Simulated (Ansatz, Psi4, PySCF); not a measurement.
Molecule: BH₃ (charge 0, singlet). SMILES: B
Coordinates optimised at B3LYP-D3(BJ)/def2-TZVP (Ansatz, a program for electronic structure):
```xyz
4

B      0.0000     0.0000     0.0000
H     -1.1494    -0.1057    -0.2868
H      0.4289    -0.5640     0.9553
H      0.7205     0.6696    -0.6685
```

Quantity: vertical triplet-singlet gap, E(triplet) - E(singlet), in eV. Conventions: each state is the SCF solution reached for its charge and spin; six Cartesian d functions in 6-31G* and its kin unless marked 5d; open shells spin-unrestricted; no spin-orbit coupling; valence correlation only; 6-311+G** with 5d; dispersion terms only where a functional's name holds one; non-relativistic. Ab initio and DFT rows: single points at B3LYP-D3(BJ) geometries (Ansatz). Levels can end on unlike triplets.

```
level               program  vertical triplet-singlet gap, E(triplet) - E(singlet) (eV)
------------------  -------  ----------------------------------------------------------
HF/6-31G*            Ansatz                                                        5.56
HF/6-311+G**         Ansatz                                                        5.36
PBE/6-31G*           Ansatz                                                        5.05
PBE/6-311+G**        Ansatz                                                        4.90
B3LYP/STO-3G         Ansatz                                                        6.59
B3LYP/3-21G          Ansatz                                                        5.40
B3LYP/6-31G*         Ansatz                                                        5.45
B3LYP/6-311+G**      Ansatz                                                        5.28
M06-2X/6-31G* (5d)    PySCF                                                        5.61
wB97X-D/6-31G*         Psi4                                                        5.58
MP2/6-31G*           Ansatz                                                        5.63
MP2/6-311+G**        Ansatz                                                        5.55
PBE/def2-TZVPD       Ansatz                                                        4.88
PBE0/def2-TZVPD      Ansatz                                                        5.10
```

No value to compare with is used here. The 12 habitual levels span 4.90 (PBE/6-311+G**) to 6.59 eV (B3LYP/STO-3G); PBE/def2-TZVPD gives 4.88.

The levels are drawn from those run, B3LYP/6-31G* more often than the rest, none by its result; left out are runs that failed, that the program found above a lower state of the same kind, or whose <S^2> lies over 0.5 above the pure value.
